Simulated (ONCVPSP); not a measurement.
## iodine (I): ONCV pseudisation with PBE, scalar-relativistic reference atom.

ONCVPSP 4.0.1 input, shortened (lines: element, Z, core and valence counts, functional; n l f; lmax; l rc ep ncon nbas qcut; lloc lpopt rc5 dvloc0; l nproj debl; icmod fcfact rcfact), PBE, scalar-relativistic:

```
  I 53.00    8    3        4      upf
    1    0    2.00
    2    0    2.00
    2    1    6.00
    3    0    2.00
    3    1    6.00
    3    2   10.00
    4    0    2.00
    4    1    6.00
    4    2   10.00
    5    0    2.00
    5    1    3.00
    2
    0    1.35    0.00    4    8    3.80
    1    1.80    0.00    4    9    4.60
    2    0.85    0.00    4    7   11.80
    4    3    0.80    0.00
    0    2    0.60
    1    2    3.20
    2    2    2.00
    0    0.00    0.00
```

All-electron outer shells of the reference configuration (PBE, scalar-relativistic, ld1.x):

```
shell  level (eV)  outermost node (bohr)  outermost maximum (bohr)
   4s     -201.00                   0.37                      0.68
   4p     -147.95                   0.37                      0.72
   4d      -70.59                   0.35                      0.78
   5s      -36.00                   0.88                      1.68
   5p      -24.48                   0.96                      1.92
```

(1) Does the generator finish with these settings?

Results:

(1) No. ONCVPSP 4.0.1 stopped with "optimize: ERROR ps0norm > uunorm, code will stop": the continuity conditions at rc already need more norm inside rc than the all-electron wave has, so norm conservation cannot be met. It happened in the s channel.
